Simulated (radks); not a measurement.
Results of a calculation; reference values are marked as such.
All-electron atom: neutral nitrogen in [He] 2s2 2p3.

Code: a radial shooting solver on a logarithmic mesh with Libxc functionals. Model: non-relativistic Kohn-Sham, TPSS, spin-polarised, spherical densities, point nucleus; open shells are filled with parallel spins first; meta-GGA in the generalised Kohn-Sham scheme.

Energy parts (hartree):
| part | energy |
|---|---|
| total | -54.61617 |
| kinetic | 54.45990 |
| electron-nucleus | -128.39436 |
| Hartree | 26.12038 |
| exchange-correlation | -6.80209 |

Orbitals (lengths in bohr, moments of r in powers of bohr):
orbital  occ.  eigenvalue (hartree)     <r>    <r^4>
1s up       1             -14.22278  0.2297  0.01343
1s down     1             -14.16057  0.2286  0.01307
2s up       1              -0.75408   1.299    8.097
2s down     1              -0.56496   1.370    10.80
2p up       3              -0.31126   1.427    17.87
2p down     0              -0.13538   1.725    49.10

The highest occupied level is 2p up at -8.470 eV. The density falls to 0.001 e/bohr^3 at r = 3.40 bohr. The electron density at the nucleus is 206.4 e/bohr^3. Spin moment in Bohr magnetons: 3. The spin density at the nucleus is 0.0747 e/bohr^3 (1s -0.5241, 2s 0.5989), a Fermi contact field of 3.92 T. Virial ratio -V/T = 2.00287.
